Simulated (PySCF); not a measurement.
A structure optimised at B3LYP-D3(BJ)/def2-TZVP, used in a PySCF frequency run:

```xyz
4

Cl     0.0247     0.6407     1.7602
Ge    -0.0649    -0.6339     0.0000
Cl     0.0247     0.6407    -1.7602
H      1.2368    -1.4983     0.0000
```
Charge 0, spin multiplicity 2.

Problem. Write its SMILES, formula and point group.

Solution. [Cl][GeH][Cl], Cl2GeH, Cs

Problem. What are its rotational constants (standard atomic weights)?

Solution. 8.0994, 2.2821, 1.8032 GHz
